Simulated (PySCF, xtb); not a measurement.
SeCl₃, SMILES Cl[Se+](Cl)Cl, charge +1.

Harmonic wavenumbers (cm⁻¹) from GFN2-xTB run with xtb at its own minimum, in rising order: 146, 147, 177, 352, 353, 388.

What does PBE0-D3(BJ)/def2-SVP (PySCF 2.14.0) give at its own minimum? (An estimate is asked for; the answer gives what the named calculation found.)

157, 157, 202, 435, 435, 443. Paired by order, the mean absolute difference is 44 cm⁻¹ and the zero-point energies are 2.2 and 2.6 kcal/mol.
